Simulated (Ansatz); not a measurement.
Frontier orbitals of C$_{2}$H$_{4}$BClO, SMILES `O=CCBCl`.

Charge 0, multiplicity 1. Geometry: relaxed with PBE0-D4/def2-TZVP. It is one conformer, not always the lowest. Basis def2-TZVPP, Ansatz 0.2.0.

```json
{"functional": "LC-ωPBE", "HOMO (eV)": "-10.40", "LUMO (eV)": "0.60"}
```

(1) Give HOMO and LUMO (eV) with LDA (SPW92), PBE, revPBE, BLYP, r2SCAN, B97M-V, PBE0, B3LYP, r2SCANh, r2SCAN0, HSE06 (plane-wave form), BHLYP, CAM-B3LYP, ωB97X-V, ωB97M-V, HF. (Estimate.)

Results:

(1) The calculation gave: 
| functional | HOMO | LUMO |
| --- | --- | --- |
| LDA (SPW92) | -6.22 | -2.98 |
| PBE | -6.07 | -2.71 |
| revPBE | -6.01 | -2.59 |
| BLYP | -5.99 | -2.55 |
| r2SCAN | -6.37 | -2.39 |
| B97M-V | -6.54 | -2.37 |
| PBE0 | -7.64 | -1.73 |
| B3LYP | -7.41 | -1.95 |
| r2SCANh | -6.97 | -2.05 |
| r2SCAN0 | -7.87 | -1.54 |
| HSE06 (plane-wave form) | -7.24 | -2.12 |
| BHLYP | -9.20 | -0.66 |
| CAM-B3LYP | -9.10 | -0.60 |
| ωB97X-V | -10.09 | 0.51 |
| ωB97M-V | -10.02 | 0.31 |
| HF | -11.60 | 1.89 |

B3LYP here is the variant with VWN-RPA as its local correlation; programs differ in this. LC-ωPBE has ω = 0.4 bohr⁻¹. Positive LUMOs are unbound and depend on the basis.
